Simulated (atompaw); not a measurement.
Before and after: PAW (atompaw) potential for lead

lead (Pb), PAW, made with atompaw 4.2.0.5 (LDA (PW92), scalar-relativistic). Core [Xe] 4f14 5d10, reference 6s2 6p0.5 (charge +1.5). Waves: 6s (bound): rc 2.00 bohr; 6s channel at -0.85 Ry: rc 2.00 bohr; 6p (bound): rc 2.00 bohr; 6p channel at 0.2 Ry: rc 2.00 bohr. Local part: bessel scheme, radius 1.95 bohr. Core correction: smooth core density matched at 1.70 bohr. Augmentation charge: sinc compensation charge, radius 1.75 bohr; PAW radius 2.00 bohr; waves and projectors: custom rrkj gramschmidtortho.

Change: wave 6p channel at 0.2 Ry: rc 2.00 bohr becomes 6p channel at -0.28 Ry: rc 2.00 bohr.

Cutoffs: the cutoffs (Ry, on a coarse ladder) from which the occupation-weighted sum of valence levels, in a spherical-Bessel basis at the reference potential, stays within 10 and 1 mRy of its value at 400 Ry; they do not see the model core or the augmentation charge, which bear on the density cutoff.

Task: What does the change do?

Result: The potential gets neither clearly harder nor softer (10 Ry and 18 Ry → 10 Ry and 18 Ry); the bound ghosts move from d to d, p.

```tsv
quantity	base	changed
cutoff, loose	10 Ry	10 Ry
cutoff, tight	18 Ry	18 Ry
loose cutoff by channel (10 mRy a level)	s 8 Ry, p 8 Ry	s 8 Ry, p 6 Ry
bound ghosts	d	p, d
s: phases at 2.01 bohr within 0.05 rad from the reference energy up to (Ry; the scan ends near 5)	4.5	4.5
p: phases at 2.01 bohr within 0.05 rad from the reference energy up to (Ry; the scan ends near 5)	to the end of the scan	to the end of the scan
lowest overlap eigenvalue by channel	s 0.42, p 0.62	s 0.42, p 0.63
```

 A true bound ghost makes a file unfit for plane-wave use even where its test errors are small: the radial tests pick states by their node count and pass the ghost by. The cutoffs see the waves, projectors and local potential, not the compensation charge or the core.
